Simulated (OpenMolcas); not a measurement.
# Ar III: effect of the IPEA shift

- Program: OpenMolcas
- Basis: ANO-R3 [6s5p4d2f1g]
- Scalar Hamiltonian: X2C, finite nucleus
- Active space: 4 electrons in 3 orbitals (3p)
- State averaging: 2S+1 = 3 even, 3 roots; 2S+1 = 1 even, 6 roots
- Spin-orbit coupling: state interaction with AMFI integrals over the reference wave functions, term energies averaged over their components

Methods on the same reference wave functions:
A. CASSCF
B. SS-CASPT2, IPEA 0 Eh, imaginary shift 0.1 Eh (closed shells correlated: 2s 2p 3s)
C. SS-CASPT2, IPEA 0.25 Eh, imaginary shift 0.1 Eh (closed shells correlated: 2s 2p 3s)

Energies in cm⁻¹ above 3s² 3p⁴ ³P₂, the measured ground level; measured values from Saloman, J. Phys. Chem. Ref. Data 39, 033101 (2010).

```csv
Level,A,B,C,Measured
3s² 3p⁴ ³P₂,0.0,0.0,0.0,0.0
3s² 3p⁴ ³P₁,1041,1046,1047,1112
3s² 3p⁴ ³P₀,1495,1490,1490,1570
3s² 3p⁴ ¹D₂,16989,14590,14180,14010
3s² 3p⁴ ¹S₀,41534,34780,34600,33266
```

Deviations, from unrounded energies. A percentage is the sum of absolute deviations over the sum of measured energies, with the sign that they share, or ± where signs differ.

```csv
Against measurement,Levels,A,B,C
mean absolute deviation (cm-1),4,2800,560,410
fine structure of the ground term (%),2,-5.5,-5.5,-5.4
other terms of the ground configuration (%),2,+23.8,+4.4,+3.2
```

C lies closest to measurement on these levels and A furthest from it. The largest miss of C in the table is 3s² 3p⁴ ¹S₀, by +1300 cm-1. The ranking rests on the paired levels alone, and a cruder setting can come out closer through cancelling errors.

Between B and C the level of the table that moves most is 3s² 3p⁴ ¹D₂, by 410 cm-1 (lowest in C, highest in B). Moves below CASPT2's spread within the term are not significant.

The mean deviations of B to C differ by less than CASPT2's widest spread within a term (180 cm-1), so their order carries little weight.

From A to B the spin-free energies of the other terms of 3s² 3p⁴ shown, above ³P, scale by factors of 0.83 to 0.85.

The lowest spin-free term lies below A's lowest term by 0.421 hartree in B, 0.413 hartree in C.

CASPT2 does not keep the components of a term degenerate, so their means are used; among the terms shown or strongly mixed into the levels shown the widest spread is 180 cm-1 (3s² 3p⁴ ¹D, C). With the s shell closed, the reference lacks s² → p² mixing. Measured partners are found by configuration, term and J. A level has none where our copy of the source lacks it or the pairing is in doubt (some pairs that miss far off the trend of their configuration count as doubtful), and it then counts in no deviation. Only configurations of the active space appear.
